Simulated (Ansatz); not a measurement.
Ge$_{2}$H$_{4}$O, SMILES `[O]1[GeH2][GeH2]1` at its PBE0-D4/def2-TZVP geometry, where that method's forces vanish. Total charge 0; spin multiplicity 1.

```xyz
7

O     0.0981   -1.2471   -0.1578
Ge    0.9649    0.1594    0.6357
Ge   -0.9900    0.1614   -0.5953
H     0.9990    0.0415    2.1657
H     2.3486    0.4183    0.0240
H    -1.0359    0.4217   -2.1073
H    -2.3847    0.0449    0.0350
```

(1) What forces (eV/Å) does PBE-D4/def2-TZVPP give on these atoms in Ansatz? (Best estimate.)

Answers

(1) Ansatz gave: 
```
O1   0.067 -0.849 -0.107
Ge2  0.237  0.432  0.225
Ge3 -0.305  0.432 -0.116
H4   0.007 -0.027  0.190
H5   0.175  0.020 -0.077
H6  -0.006  0.020 -0.191
H7  -0.174 -0.027  0.076
```
